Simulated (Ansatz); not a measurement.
**Nudged elastic band run: FH$_{5}$NOSi**

Input file:

```yaml
crystal:
  periodic: [false, false, false]
  atoms:
    - { symbol: Si, position_ang: [-0.197608, -0.490892, -0.252279] }
    - { symbol: H, position_ang: [0.261346, -0.84416, 2.776689] }
    - { symbol: "N", position_ang: [1.426597, 0.07612, -0.372939] }
    - { symbol: H, position_ang: [1.990744, -0.22125, -1.162246] }
    - { symbol: H, position_ang: [1.958503, 0.156084, 0.486713] }
    - { symbol: H, position_ang: [-1.135887, 0.588719, 0.22813] }
    - { symbol: F, position_ang: [-0.619988, -0.777784, -1.812474] }
    - { symbol: O, position_ang: [0.585712, -0.027259, 2.380022] }
    - { symbol: H, position_ang: [-0.072119, 0.633322, 2.628583] }
magnetization:
  spin_polarized: true
  initial_magnetization: 1
basis:
  gaussian: { orbitals: def2-SVP }
hamiltonian:
  xc: pbe0
neb:
  order_check: false
  images: 7
  f_tol: 0.05
  max_iterations: 52
  final_atoms:
    - { symbol: Si, position_ang: [-0.24847798, 0.46102282, -0.19937697] }
    - { symbol: H, position_ang: [0.16571892, -0.05142438, 2.98868353] }
    - { symbol: "N", position_ang: [1.42602789, 0.14625979, -0.3305248] }
    - { symbol: H, position_ang: [1.95353496, -0.03397231, 0.5175695] }
    - { symbol: H, position_ang: [1.98317763, 0.46066634, -1.11558989] }
    - { symbol: H, position_ang: [-0.73682559, 0.78844812, -1.58146258] }
    - { symbol: F, position_ang: [-1.04615036, -0.91437937, 0.26627516] }
    - { symbol: O, position_ang: [0.68253527, -0.60307335, 2.39162285] }
    - { symbol: H, position_ang: [0.01775925, -1.16064767, 1.96300218] }
  initial_path:
    images:
      - { positions_ang: [[-0.197608, -0.490892, -0.252279], [0.261346, -0.84416, 2.776689], [1.426597, 0.07612, -0.372939], [1.990744, -0.22125, -1.162246], [1.958503, 0.156084, 0.486713], [-1.135887, 0.588719, 0.22813], [-0.619988, -0.777784, -1.812474], [0.585712, -0.027259, 2.380022], [-0.072119, 0.633322, 2.628583]] }
      - { positions_ang: [[-0.15404558, -0.36244739, -0.18274939], [0.20761658, -0.65213003, 2.51540387], [1.48658877, 0.07933044, -0.44147771], [2.03589382, -0.36791124, -1.09691351], [2.00533389, 0.37313608, 0.16876257], [-1.03915791, 0.74848873, 0.08059384], [-0.65818021, -0.89709491, -1.49646741], [0.46425666, -0.05840075, 2.54458182], [-0.15100602, 0.22992908, 2.80846491]] }
      - { positions_ang: [[-0.11048315, -0.23400278, -0.11321978], [0.15388717, -0.46010007, 2.25411874], [1.54658055, 0.08254089, -0.51001643], [2.08104364, -0.51457248, -1.03158102], [2.05216478, 0.59018815, -0.14918785], [-0.94242882, 0.90825845, -0.06694231], [-0.69637243, -1.01640582, -1.18046081], [0.34280131, -0.08954249, 2.70914163], [-0.22989304, -0.17346384, 2.98834683]] }
      - { positions_ang: [[-0.06692073, -0.10555817, -0.04369017], [0.10015775, -0.2680701, 1.99283362], [1.60657232, 0.08575133, -0.57855514], [2.12619345, -0.66123372, -0.96624853], [2.09899567, 0.80724023, -0.46713828], [-0.84569973, 1.06802818, -0.21447847], [-0.73456464, -1.13571673, -0.86445422], [0.22134597, -0.12068424, 2.87370145], [-0.30878006, -0.57685677, 3.16822874]] }
      - { positions_ang: [[-0.02335831, 0.02288644, 0.02583944], [0.04642834, -0.07604014, 1.73154849], [1.6665641, 0.08896177, -0.64709385], [2.17134327, -0.80789496, -0.90091604], [2.14582656, 1.0242923, -0.78508871], [-0.74897064, 1.22779791, -0.36201462], [-0.77275686, -1.25502764, -0.54844763], [0.09989062, -0.15182599, 3.03826127], [-0.38766708, -0.98024969, 3.34811065]] }
      - { positions_ang: [[-0.07963822, 0.13242053, -0.03046466], [0.07625098, -0.0698862, 2.04583225], [1.60643005, 0.10328628, -0.56795159], [2.1168912, -0.6144143, -0.54629466], [2.10516432, 0.88338581, -0.867714], [-0.74593438, 1.11796046, -0.66687661], [-0.84110523, -1.16986557, -0.34476693], [0.24555178, -0.26463783, 2.87660167], [-0.2863105, -1.02534918, 3.00183354]] }
      - { positions_ang: [[-0.13591814, 0.24195463, -0.08676876], [0.10607363, -0.06373226, 2.36011601], [1.54629599, 0.11761078, -0.48880933], [2.06243912, -0.42093364, -0.19167327], [2.06450209, 0.74247932, -0.9503393], [-0.74289811, 1.00812302, -0.9717386], [-0.90945361, -1.08470351, -0.14108623], [0.39121295, -0.37744967, 2.71494206], [-0.18495392, -1.07044868, 2.65555642]] }
      - { positions_ang: [[-0.19219806, 0.35148873, -0.14307286], [0.13589628, -0.05757832, 2.67439977], [1.48616194, 0.13193529, -0.40966706], [2.00798704, -0.22745297, 0.16294811], [2.02383986, 0.60157283, -1.03296459], [-0.73986185, 0.89828557, -1.27660059], [-0.97780198, -0.99954144, 0.06259446], [0.53687411, -0.49026151, 2.55328246], [-0.08359733, -1.11554818, 2.3092793]] }
      - { positions_ang: [[-0.24847798, 0.46102282, -0.19937697], [0.16571892, -0.05142438, 2.98868353], [1.42602789, 0.14625979, -0.3305248], [1.95353496, -0.03397231, 0.5175695], [1.98317763, 0.46066634, -1.11558989], [-0.73682559, 0.78844812, -1.58146258], [-1.04615036, -0.91437937, 0.26627516], [0.68253527, -0.60307335, 2.39162285], [0.01775925, -1.16064767, 1.96300218]] }
```

Run as:

```bash
$ ansatz run input.yaml --threads 2 --pin off --max-ram 3072MiB --backend cpu --events-out ev --progress --plain --runs-dir out
```

Output, in part (warnings, iteration lines, the closing report on the highest movable image, with atoms numbered from 0):

```
NEB end point (image 0): max|allowed force component| = 2.223e-2 eV/Å (the criterion of neb.relax_end_points is 1.000e-2)
NEB end point (image 8): max|allowed force component| = 1.566e-2 eV/Å (the criterion of neb.relax_end_points is 1.000e-2)
NEB iter   1: max|band force component| = 7.317e1 eV/Å  barrier→ = 18.2104 eV  barrier← = 18.3344 eV  Δτ_max = 0.2000 Å  (258 SCF iters)
NEB iter   2: max|band force component| = 1.801e1 eV/Å  barrier→ = 3.4927 eV  barrier← = 3.6166 eV  Δτ_max = 0.2000 Å  (227 SCF iters)
NEB iter   3: max|band force component| = 8.879e0 eV/Å  barrier→ = 1.4938 eV  barrier← = 1.6177 eV  Δτ_max = 0.2000 Å  (218 SCF iters)
NEB iter   4: max|band force component| = 3.136e0 eV/Å  barrier→ = 0.5554 eV  barrier← = 0.6793 eV  Δτ_max = 0.2000 Å  (220 SCF iters)
NEB iter   5: max|band force component| = 2.356e0 eV/Å  barrier→ = 0.4097 eV  barrier← = 0.5336 eV  Δτ_max = 0.1860 Å  (215 SCF iters)
NEB iter   6: max|band force component| = 1.380e0 eV/Å  barrier→ = 0.2721 eV  barrier← = 0.3960 eV  Δτ_max = 0.2000 Å  (210 SCF iters)
NEB iter   7: max|band force component| = 1.824e1 eV/Å  barrier→ = 5.2543 eV  barrier← = 5.3782 eV  Δτ_max = 0.1016 Å  (217 SCF iters)
NEB iter   8: max|band force component| = 6.502e0 eV/Å  barrier→ = 1.1605 eV  barrier← = 1.2845 eV  Δτ_max = 0.2000 Å  (205 SCF iters)
NEB iter   9: max|band force component| = 2.778e0 eV/Å  barrier→ = 0.4344 eV  barrier← = 0.5584 eV  Δτ_max = 0.2000 Å  (206 SCF iters)
NEB iter  10: max|band force component| = 1.105e0 eV/Å  barrier→ = 0.2282 eV  barrier← = 0.3521 eV  Δτ_max = 0.2000 Å  (203 SCF iters)
NEB iter  11: max|band force component| = 2.197e0 eV/Å  barrier→ = 0.2883 eV  barrier← = 0.4123 eV  Δτ_max = 0.1004 Å  (206 SCF iters)
NEB iter  12: max|band force component| = 2.843e-1 eV/Å  barrier→ = 0.2092 eV  barrier← = 0.3332 eV  CI = image 5  Δτ_max = 0.2000 Å  (201 SCF iters)
NEB iter  13: max|band force component| = 4.178e-1 eV/Å  barrier→ = 0.2157 eV  barrier← = 0.3396 eV  CI = image 5  Δτ_max = 0.1006 Å  (206 SCF iters)
NEB iter  14: max|band force component| = 3.695e-1 eV/Å  barrier→ = 0.2080 eV  barrier← = 0.3319 eV  CI = image 5  Δτ_max = 0.1001 Å  (205 SCF iters)
NEB iter  15: max|band force component| = 3.100e-1 eV/Å  barrier→ = 0.2026 eV  barrier← = 0.3265 eV  CI = image 5  Δτ_max = 0.0994 Å  (208 SCF iters)
NEB iter  16: max|band force component| = 3.035e-1 eV/Å  barrier→ = 0.1969 eV  barrier← = 0.3208 eV  CI = image 5  Δτ_max = 0.0498 Å  (205 SCF iters)
NEB iter  17: max|band force component| = 1.552e-1 eV/Å  barrier→ = 0.1945 eV  barrier← = 0.3184 eV  CI = image 5  Δτ_max = 0.0499 Å  (192 SCF iters)
NEB iter  18: max|band force component| = 1.183e-1 eV/Å  barrier→ = 0.1912 eV  barrier← = 0.3151 eV  CI = image 5  Δτ_max = 0.0500 Å  (191 SCF iters)
NEB iter  19: max|band force component| = 1.252e-1 eV/Å  barrier→ = 0.1870 eV  barrier← = 0.3110 eV  CI = image 5  Δτ_max = 0.0250 Å  (190 SCF iters)
NEB iter  20: max|band force component| = 9.628e-2 eV/Å  barrier→ = 0.1845 eV  barrier← = 0.3084 eV  CI = image 5  Δτ_max = 0.0250 Å  (190 SCF iters)
NEB iter  21: max|band force component| = 1.008e-1 eV/Å  barrier→ = 0.1819 eV  barrier← = 0.3059 eV  CI = image 5  Δτ_max = 0.0500 Å  (189 SCF iters)
NEB iter  22: max|band force component| = 1.108e-1 eV/Å  barrier→ = 0.1772 eV  barrier← = 0.3012 eV  CI = image 5  Δτ_max = 0.1001 Å  (187 SCF iters)
NEB iter  23: max|band force component| = 1.362e-1 eV/Å  barrier→ = 0.1662 eV  barrier← = 0.2902 eV  CI = image 5  Δτ_max = 0.1002 Å  (196 SCF iters)
NEB iter  24: max|band force component| = 8.405e-1 eV/Å  barrier→ = 0.1593 eV  barrier← = 0.2832 eV  CI = image 2  Δτ_max = 0.0995 Å  (191 SCF iters)
NEB iter  25: max|band force component| = 7.274e-1 eV/Å  barrier→ = 0.1633 eV  barrier← = 0.2873 eV  CI = image 2  Δτ_max = 0.1974 Å  (199 SCF iters)
NEB iter  26: max|band force component| = 2.670e-1 eV/Å  barrier→ = 0.1731 eV  barrier← = 0.2971 eV  CI = image 2  Δτ_max = 0.1875 Å  (211 SCF iters)
NEB iter  27: max|band force component| = 4.383e-1 eV/Å  barrier→ = 0.1773 eV  barrier← = 0.3013 eV  CI = image 2  Δτ_max = 0.0993 Å  (203 SCF iters)
NEB iter  28: max|band force component| = 2.360e-1 eV/Å  barrier→ = 0.1768 eV  barrier← = 0.3008 eV  CI = image 2  Δτ_max = 0.0980 Å  (194 SCF iters)
NEB iter  29: max|band force component| = 2.018e-1 eV/Å  barrier→ = 0.1738 eV  barrier← = 0.2977 eV  CI = image 2  Δτ_max = 0.0646 Å  (189 SCF iters)
NEB iter  30: max|band force component| = 1.661e-1 eV/Å  barrier→ = 0.1705 eV  barrier← = 0.2944 eV  CI = image 2  Δτ_max = 0.0992 Å  (197 SCF iters)
NEB iter  31: max|band force component| = 1.243e-1 eV/Å  barrier→ = 0.1703 eV  barrier← = 0.2943 eV  CI = image 2  Δτ_max = 0.0843 Å  (197 SCF iters)
NEB iter  32: max|band force component| = 5.965e-2 eV/Å  barrier→ = 0.1705 eV  barrier← = 0.2945 eV  CI = image 2  Δτ_max = 0.0799 Å  (193 SCF iters)
NEB iter  33: max|band force component| = 4.862e-2 eV/Å  barrier→ = 0.1699 eV  barrier← = 0.2938 eV  CI = image 2  Δτ_max = 0.0000 Å  (397 SCF iters)
Total energy: -14196.34273228 eV, -521.7059727847 hartree
Atom 0 at     0.288524    -0.177541    -0.015292 Å, force    -0.018894     0.009685    -0.018993 eV/Å
Atom 1 at     0.242725    -1.014982     2.823694 Å, force     0.000475    -0.002689     0.001930 eV/Å
Atom 2 at     1.640013     0.116186    -1.029781 Å, force    -0.023483    -0.010735     0.014855 eV/Å
Atom 3 at     2.314274    -0.591931    -1.291805 Å, force     0.011879     0.003082    -0.009079 eV/Å
Atom 4 at     1.980581     1.057431    -1.187203 Å, force     0.021808     0.003073    -0.008604 eV/Å
Atom 5 at    -0.309431     1.166616     0.252314 Å, force    -0.000669    -0.002038     0.008783 eV/Å
Atom 6 at    -0.848453    -1.076354    -0.785373 Å, force     0.013198     0.000515     0.016467 eV/Å
Atom 7 at    -0.078223    -0.156615     3.123967 Å, force    -0.006009     0.002995    -0.010230 eV/Å
Atom 8 at    -1.032709    -0.229911     3.009677 Å, force     0.001694    -0.003887     0.004872 eV/Å
Dipole moment:     0.290616    -0.063268    -0.043823 e Å
```

It converged. The profile has 2 maxima (images 2, 5) with wells between them (image 4): this band takes more than one step, which may be the mechanism or a detour left from its start path. A vibrational analysis at the climbing image gives one clearly imaginary mode, 57i cm⁻¹: a first-order saddle point.

Final band:

```
image  path coordinate (Å)  energy (eV)
    0                 0.00        0.000
    1                 1.64        0.117
    2                 3.28        0.170
    3                 4.35        0.103
    4                 5.42        0.019
    5                 6.49        0.092
    6                 7.56        0.070
    7                 8.64       -0.044
    8                 9.71       -0.124
```

Run time: 8.7 min on 2 threads of Arm Neoverse V2, on a shared host, peak memory 0.22 GiB.
